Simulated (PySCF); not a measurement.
C₂H₄ClFOSi, SMILES Cl[Si@H](F)CC=O.

Coordinates come from a PBE0-D3(BJ)/def2-SVP optimisation. The structure was generated by enumeration; whether it is a known compound was not checked. The values are those of a single conformer.

All values below come from PBE0-D3(BJ)/def2-SVP (PySCF).

Frequencies are harmonic and unscaled.

```json
[
 {"mode": "1", "ν (cm⁻¹)": "43", "IR (km/mol)": "5.7", "Raman (Å⁴/amu)": "1.2", "depolarisation": "0.75", "moving atoms (share of kinetic energy)": "O 39 %, Cl 25 %, C 14 %, H 11 %"},
 {"mode": "2", "ν (cm⁻¹)": "61", "IR (km/mol)": "9.3", "Raman (Å⁴/amu)": "1.2", "depolarisation": "0.71", "moving atoms (share of kinetic energy)": "O 45 %, C 23 %, H 13 %, F 11 %, Si 9 %"},
 {"mode": "3", "ν (cm⁻¹)": "137", "IR (km/mol)": "1.7", "Raman (Å⁴/amu)": "0.8", "depolarisation": "0.72", "moving atoms (share of kinetic energy)": "C 33 %, H 27 %, Cl 24 %, F 11 %"},
 {"mode": "4", "ν (cm⁻¹)": "224", "IR (km/mol)": "12.6", "Raman (Å⁴/amu)": "1.0", "depolarisation": "0.71", "moving atoms (share of kinetic energy)": "F 55 %, Cl 15 %, Si 10 %, C 9 %"},
 {"mode": "5", "ν (cm⁻¹)": "276", "IR (km/mol)": "11.6", "Raman (Å⁴/amu)": "2.7", "depolarisation": "0.71", "moving atoms (share of kinetic energy)": "Si 34 %, F 22 %, Cl 18 %, H 15 %, C 11 %"},
 {"mode": "6", "ν (cm⁻¹)": "296", "IR (km/mol)": "3.1", "Raman (Å⁴/amu)": "3.8", "depolarisation": "0.64", "moving atoms (share of kinetic energy)": "C 34 %, H 20 %, F 20 %, Si 17 %"},
 {"mode": "7", "ν (cm⁻¹)": "493", "IR (km/mol)": "17.1", "Raman (Å⁴/amu)": "2.4", "depolarisation": "0.12", "moving atoms (share of kinetic energy)": "H 42 %, C 27 %, O 24 %"},
 {"mode": "8", "ν (cm⁻¹)": "555", "IR (km/mol)": "63.1", "Raman (Å⁴/amu)": "7.3", "depolarisation": "0.18", "moving atoms (share of kinetic energy)": "Si 40 %, Cl 38 %, C 9 %, H 8 %"},
 {"mode": "9", "ν (cm⁻¹)": "694", "IR (km/mol)": "18.4", "Raman (Å⁴/amu)": "9.7", "depolarisation": "0.37", "moving atoms (share of kinetic energy)": "H 39 %, C 38 %, Si 19 %"},
 {"mode": "10", "ν (cm⁻¹)": "729", "IR (km/mol)": "110.4", "Raman (Å⁴/amu)": "4.2", "depolarisation": "0.39", "moving atoms (share of kinetic energy)": "H 57 %, Si 19 %, C 19 %"},
 {"mode": "11", "ν (cm⁻¹)": "822", "IR (km/mol)": "37.6", "Raman (Å⁴/amu)": "8.3", "depolarisation": "0.71", "moving atoms (share of kinetic energy)": "H 86 %, F 10 %"},
 {"mode": "12", "ν (cm⁻¹)": "867", "IR (km/mol)": "126.6", "Raman (Å⁴/amu)": "3.8", "depolarisation": "0.75", "moving atoms (share of kinetic energy)": "H 61 %, C 25 %, Si 9 %"},
 {"mode": "13", "ν (cm⁻¹)": "913", "IR (km/mol)": "117.1", "Raman (Å⁴/amu)": "3.7", "depolarisation": "0.26", "moving atoms (share of kinetic energy)": "F 41 %, Si 33 %, H 23 %"},
 {"mode": "14", "ν (cm⁻¹)": "959", "IR (km/mol)": "37.8", "Raman (Å⁴/amu)": "4.7", "depolarisation": "0.73", "moving atoms (share of kinetic energy)": "H 59 %, C 21 %, Si 11 %"},
 {"mode": "15", "ν (cm⁻¹)": "1031", "IR (km/mol)": "87.8", "Raman (Å⁴/amu)": "1.0", "depolarisation": "0.16", "moving atoms (share of kinetic energy)": "C 52 %, H 42 %"},
 {"mode": "16", "ν (cm⁻¹)": "1150", "IR (km/mol)": "13.0", "Raman (Å⁴/amu)": "4.7", "depolarisation": "0.59", "moving atoms (share of kinetic energy)": "H 68 %, C 29 %"},
 {"mode": "17", "ν (cm⁻¹)": "1176", "IR (km/mol)": "116.4", "Raman (Å⁴/amu)": "8.3", "depolarisation": "0.48", "moving atoms (share of kinetic energy)": "H 51 %, C 47 %"},
 {"mode": "18", "ν (cm⁻¹)": "1396", "IR (km/mol)": "13.0", "Raman (Å⁴/amu)": "6.7", "depolarisation": "0.73", "moving atoms (share of kinetic energy)": "H 90 %, C 10 %"},
 {"mode": "19", "ν (cm⁻¹)": "1422", "IR (km/mol)": "13.9", "Raman (Å⁴/amu)": "8.3", "depolarisation": "0.55", "moving atoms (share of kinetic energy)": "H 82 %, C 11 %"},
 {"mode": "20", "ν (cm⁻¹)": "1876", "IR (km/mol)": "206.5", "Raman (Å⁴/amu)": "12.2", "depolarisation": "0.52", "moving atoms (share of kinetic energy)": "C 60 %, O 38 %"},
 {"mode": "21", "ν (cm⁻¹)": "2316", "IR (km/mol)": "81.4", "Raman (Å⁴/amu)": "123.3", "depolarisation": "0.18", "moving atoms (share of kinetic energy)": "H 97 %"},
 {"mode": "22", "ν (cm⁻¹)": "2934", "IR (km/mol)": "81.4", "Raman (Å⁴/amu)": "114.3", "depolarisation": "0.32", "moving atoms (share of kinetic energy)": "H 92 %"},
 {"mode": "23", "ν (cm⁻¹)": "3072", "IR (km/mol)": "1.9", "Raman (Å⁴/amu)": "102.6", "depolarisation": "0.09", "moving atoms (share of kinetic energy)": "H 95 %"},
 {"mode": "24", "ν (cm⁻¹)": "3155", "IR (km/mol)": "0.3", "Raman (Å⁴/amu)": "65.0", "depolarisation": "0.74", "moving atoms (share of kinetic energy)": "H 90 %, C 10 %"}
]
```
